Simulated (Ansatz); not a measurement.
CH₄AlPS₂, 9 atoms. Charge 0, multiplicity 1. The bonds changed during the relaxation, so this is another structure than the one it started from. All runs use 4 threads of an Arm Neoverse V1 on a shared host. Correlated methods freeze the cores.

Q: Give the basis size and wall time and peak host memory of each of these runs in Ansatz. RHF-CCSD(T)/def2-SVP energy; RKS SPW92 (LDA)/def2-TZVPP energy; RKS BLYP-D4/def2-TZVPP energy; RHF-CCSD(T)/def2-TZVPP energy; RKS PBE0-D4/def2-TZVP frequencies; RKS PBE0-D4/def2-QZVPP energy; RHF-MP2/def2-QZVPP energy; RKS ωB97M-V/def2-TZVPP energy and forces; RKS ωB97M-V/def2-QZVPP energy; RKS ωB97M-V/def2-SVP energy; RKS PBE0-D4/def2-SVP energy; RKS PBE0-D4/def2-TZVP relaxation (9 steps). (Estimate.)

A: Ansatz gave: Other jobs shared the machine, so times are rough.

| level | job | functions | wall time | peak host memory (GiB) |
| --- | --- | --- | --- | --- |
| RKS PBE0-D4/def2-SVP | energy | 106 | 1.5 s | 0.22 |
| RKS SPW92 (LDA)/def2-TZVPP | energy | 255 | 3.2 s | 0.38 |
| RKS BLYP-D4/def2-TZVPP | energy | 255 | 3.7 s | 0.39 |
| RHF-CCSD(T)/def2-SVP | energy | 106 | 3.9 s | 0.38 |
| RKS ωB97M-V/def2-SVP | energy | 106 | 7 s | 0.35 |
| RKS ωB97M-V/def2-TZVPP | energy and forces | 255 | 19 s | 1.1 |
| RKS PBE0-D4/def2-QZVPP | energy | 457 | 22 s | 2 |
| RHF-MP2/def2-QZVPP | energy | 457 | 38 s | 2.6 |
| RKS ωB97M-V/def2-QZVPP | energy | 457 | 40 s | 2.3 |
| RKS PBE0-D4/def2-TZVP | relaxation (9 steps) | 203 | 49 s | 0.64 |
| RHF-CCSD(T)/def2-TZVPP | energy | 255 | 2.4 min | 4.9 |
| RKS PBE0-D4/def2-TZVP | frequencies | 203 | 3 min | 0.64 |
